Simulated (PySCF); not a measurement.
Simulated C 1s region for `CCOBOCC`, binding energy against the vacuum level.

Every computed line was given a Gaussian of 0.5 eV full width at half maximum and an area set by the number of equivalent atoms; the highest printed point is 100. Computed, not measured: delta-SCF UKS SCAN, pcX-2 on the ionised atom, pcseg-1 elsewhere, spin-free X2C (PySCF).

(binding energy (eV), intensity): (290.2, 1), (290.3, 3), (290.4, 10), (290.5, 24), (290.6, 48), (290.7, 77), (290.8, 97), (290.9, 99), (291.0, 80), (291.1, 52), (291.2, 27), (291.3, 11), (291.4, 4), (291.5, 1), (291.6, 0), (291.7, 1), (291.8, 3), (291.9, 8), (292.0, 21), (292.1, 44), (292.2, 72), (292.3, 95), (292.4, 100), (292.5, 84), (292.6, 57), (292.7, 31), (292.8, 13), (292.9, 5), (293.0, 1), (293.1, 0)

**Question.** Count the maxima, the lines and the sites behind this envelope.

**Answer.** The curve has 2 maxima (at 290.9 and 292.4 eV). Under it lie 2 lines from 2 inequivalent carbon sites.

**Question.** Decompose the envelope and assign each component. Numbering: `[CH3:1][CH2:2][O:3][BH:4][O:5][CH2:6][CH3:7]`.

**Answer.** 
| position (eV) | relative area | line | atoms | environment |
| --- | --- | --- | --- | --- |
| 290.86 | 2 | C 1s | C1/C7 | methyl carbon |
| 292.37 | 2 | C 1s | C2/C6 | sp3 carbon bound to oxygen |

**Question.** What are the centre and the root-mean-square width of the whole band?

**Answer.** The area-weighted mean of the lines is 291.62 eV. Their own spread about it is 0.76 eV (rms) and each Gaussian has σ = 0.5/2.355 = 0.21 eV; the variances add, which gives 0.79 eV.

**Question.** Above which line width would these two lines show one maximum?

**Answer.** Two equal Gaussians merge once their distance is under 2σ = FWHM/1.177. With 1.52 eV between them that is a full width over 1.79 eV.

Lowest listed C 1s: C1/C7, bonded to C and 3 H. Highest, 1.51 eV above it: C2/C6, bonded to O, C and 2 H.

No satellites, vibrations or lifetime broadening are included. Topologically equivalent atoms share the value of their first member; where this conformer doesn't relate them by symmetry, their own values could differ. One conformer (not necessarily the lowest) at the PBE0-D3(BJ)/def2-SVP geometry, without solvent, vibrations or thermal averaging.

The values belong to the conformer `[CH3:1][CH2:2][O:3][BH:4][O:5][CH2:6][CH3:7]`: C1–C2–O3–B4 -104°, C2–O3–B4–O5 177°, O3–B4–O5–C6 1°, B4–O5–C6–C7 84°.
